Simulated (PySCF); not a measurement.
Species: C₆H₇O₂ (doublet state).
Geometry (GFN2-xTB, Å), atoms numbered from 1 in this order:
```xyz
15
C6H7O2 angstrom
C      3.378   -0.003   -0.360
C      2.110   -0.186   -0.485
C      0.790   -0.372   -0.631
C     -0.092   -0.633    0.403
C     -1.551   -0.770    0.173
O     -2.251    0.473    0.469
C     -2.345    1.351   -0.504
O     -1.943    1.241   -1.625
H      4.090   -0.817   -0.408
H      3.810    0.977   -0.203
H      0.389   -0.308   -1.637
H      0.261   -0.659    1.421
H     -2.003   -1.497    0.853
H     -1.763   -1.030   -0.869
H     -2.884    2.239   -0.125
```

The hyperfine couplings belong to this conformer and change with its torsions.

Identity: `O=COC/C=C/[C]=C` [radical].

The calculation used PySCF, UKS B3LYP, pcH-1 on C H O, non-relativistic, mean-field spin-orbit, GIAO. Geometry: GFN2-xTB, one conformer, isolated molecule. The geometry wasn't refined by DFT: couplings that depend on bond lengths, twists or pyramidal angles can differ widely from those at the functional's own minimum. Stability of the SCF solution: not tested. ⟨S²⟩ is 0.774 where a pure state has 0.75.

Q: Match the computed a_iso(13C) values +63.5, +47.9, -47.8, -38.2, -12.9, -2.3 MHz with the sites C1; C2; C3; C4; C5; C7.

A: 
| site | a_iso (MHz) | ρ(0) (bohr⁻³) | position | distance from C4 (Å) | spin population | largest \|T\| (MHz) |
| --- | --- | --- | --- | --- | --- | --- |
| C1 | -38.2 | -0.0340 | 1 bond from C2 | 3.61 | -0.10 | 9.3 |
| C2 | +47.9 | +0.0426 | a main spin site | 2.42 | +0.57 | 89.0 |
| C3 | -47.8 | -0.0426 | 1 bond from C2 | 1.38 | -0.24 | 25.4 |
| C4 | +63.5 | +0.0565 | largest spin population | 0.00 | +0.68 | 107.6 |
| C5 | -12.9 | -0.0115 | 1 bond from C4 | 1.48 | -0.03 | 1.9 |
| C7 | -2.3 | -0.0020 | 3 bonds from C4 | 3.14 | 0.00 | 0.8 |

ρ(0) is the spin density at the nucleus and T the dipolar tensor; entries for several nuclei are means. Largest spin populations (Mulliken): C4 (+0.68), C2 (+0.57), C3 (-0.24) and C1 (-0.10). The positive populations add up to 1.40 and the negative ones to -0.40, together 2S = 1. The angles at C4 add up to 359.8°, so it is planar; its axial dipolar tensor and the negative coupling of its proton fit spin in a p orbital normal to that plane. Main spin sites, with 60 % or more of the largest population: C2, C4; positions count bonds from the nearest.

Nuclei that the bonding pattern makes equivalent are averaged, as if the motion that swaps them (rotation, inversion, ring flip) were fast. H9 and H10 aren't averaged: C1 is flat or nearly so (angle sum 360°), and its turn about the short C1–C2 bond (1.29 Å) is taken as slow. The 1H value of +14.2 MHz is a mean of couplings from 6.4 to 22.0 MHz in this one geometry, not an average over conformers.

C2, the radical centre as drawn in `C=[C]/C=C/COC=O`, holds a spin population of +0.57 out of 1.
